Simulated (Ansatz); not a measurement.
`C[SiH2]OC(=N)F`, charge 0, multiplicity 1.

Task: Give a relaxed structure at PBE0-D4/def2-TZVP (Ansatz). (Best estimate.)

Result: The calculation gave: 
Z-matrix (Å, degrees):
```
C
Si 1 1.848
H 1 1.093 2 110.2
H 1 1.092 2 110.7 3 119.8
H 1 1.092 2 110.7 3 -119.8
O 2 1.681 1 105.9 3 -179.9
H 2 1.486 1 113.0 3 62.2
H 2 1.486 1 113.0 3 -62.0
C 6 1.325 2 124.9 1 -179.9
N 9 1.250 6 132.4 2 0.0
F 9 1.321 6 108.5 2 -180.0
H 10 1.014 9 112.8 6 0.0
```
Point group Cs.
This is one stationary point; other conformers may exist.
